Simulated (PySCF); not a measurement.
Working out the ionisation energy of Sc

Sc [Ar] 3d1 4s2 (2D) → Sc⁺ [Ar] 3d1 4s1 (3D). Calculation: PySCF 2.14, in aug-cc-pVDZ (7s6p4d2f, 59 functions); no relativity, point nucleus. Frozen: [Ar]. Energies in hartree (1 hartree = 27.21139 eV):

```csv
part,Sc (lower),Sc⁺ (upper)
UHF,-759.738039,-759.540755
MP2 opposite-spin,-0.024141,0.000000
MP2 same-spin,-0.002467,-0.002478
```

Q: What does Hartree-Fock give?

A: (-759.540755) − (-759.738039) = 0.197284 hartree = 5.368 eV.

Q: What do MP2 and SCS-MP2 (6/5 opposite-spin, 1/3 same-spin) give?

A: The opposite-spin parts differ by 0.657 eV and the same-spin parts by 0.000 eV. MP2: 5.368 + (0.657) + (0.000) = 6.025 eV. SCS-MP2: 5.368 + 1.2 × (0.657) + (0.000)/3 = 6.156 eV.

Measured between the centres of the two terms (NIST): 6.562 eV, so MP2 (valence) is off by -0.537 eV.

The calculation is non-relativistic.

A double-zeta basis recovers only part of the correlation energy.

What remains against the reference includes basis incompleteness, the frozen core and correlation beyond second order.
